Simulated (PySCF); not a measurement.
**A survey of $^{31}$P NMR shifts**

No solvent model, single conformer, averaged over atoms made equivalent by symmetry, fast rotation or ring inversion, no relativistic terms. Geometry from GFN2-xTB; shieldings: GIAO PBE0/pcSseg-1; PySCF 2.14.0 with density-fitted response routines.

Shieldings were converted by a linear fit to measured shifts: $^{31}$P (scatter 18.1 ppm rms vs H3PO4, solution or neat liquid). A few per cent of atoms miss by over 2 rms, more outside the fitted compound classes.

Q: Give the $^{31}$P shifts of `COC(=O)c1cpco1`, `COc1coc(C=O)p1`.

A: 
```tsv
compound	environment	δ (ppm)
COC(=O)c1cpco1	phosphorus bonded to 2 C, in a 5-membered ring	121.2
COc1coc(C=O)p1	phosphorus bonded to 2 C, in a 5-membered ring	120.1
```

Q: Order these by $^{31}$P shift, lowest first.
A. CC[P@@H](=S)c1cccs1
B. COC(=O)c1cocp1
C. [SiH3]O[SiH](P)P

A: C (-216.6 ppm, phosphorus bonded to Si, 2 H), A (-1.3 ppm, phosphorus bonded to 2 C, S, H), B (123.8 ppm, phosphorus bonded to 2 C, in a 5-membered ring).
